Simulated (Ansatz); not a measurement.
Ansatz (a first-principles code) input:

Ansatz 0.2 input:
```yaml
crystal:
  periodic: [false, false, false]
  atoms:
    - {symbol: C, position_ang: [-2.39232192, 0.32890004, 0.34640653]}
    - {symbol: C, position_ang: [-1.16115925, 0.45807979, -0.16297161]}
    - {symbol: B, position_ang: [0.01513675, -0.34830336, 0.38192497]}
    - {symbol: Cl, position_ang: [1.65185625, -0.27516485, -0.18586168]}
    - {symbol: H, position_ang: [-3.23774467, 0.89457403, -0.02981299]}
    - {symbol: H, position_ang: [-2.58932489, -0.35503869, 1.16377767]}
    - {symbol: H, position_ang: [-1.00928352, 1.15790502, -0.98455044]}
basis:
  gaussian:
    orbitals: cc-pVTZ-DK
magnetization: {spin_polarized: true, initial_magnetization: 1}
correlation: {method: ccsd_t, electrons: outside_noble_gas}
```

### Question
Which total energy does the run end on?

### Answer
-563.77479 Eh (X2C-CCSD(T)/cc-pVTZ-DK). The basis has 166 functions.

It need not be the lowest isomer of its formula.
